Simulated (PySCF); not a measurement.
Sulfur: highly charged ions in a basis for the neutral atom

S(6+) [Ne], S(7+) [He] 2s2 2p5. All numbers are calculated (PySCF 2.14, the non-relativistic Hamiltonian (point nucleus), in 6-31G*). No spin-orbit coupling, so a gap to NIST mixes the basis error with missing relativistic terms.

Changed run: basis of the neutral atom used for a highly charged ion. This setting is unsound on purpose.

| species | method | sound run (hartree) | changed run (hartree) | converged |
| --- | --- | --- | --- | --- |
| S(6+) | UHF | not run | -387.53029 | yes |
| S(6+) | LDA | not run | -386.51755 | yes |
| S(6+) | MN15 | not run | -387.84232 | yes |
| S(7+) | UHF | not run | -377.15868 | yes |
| S(7+) | LDA | not run | -376.09214 | yes |
| S(7+) | MN15 | not run | -377.39052 | yes |

Ionisation energy of S(6+):

```csv
method,changed run (eV),NIST (eV)
UHF,282.23,280.95
LDA,283.69,280.95
MN15,284.41,280.95
```

The contracted functions were made for the neutral atom and can be too rigid for a highly charged ion.
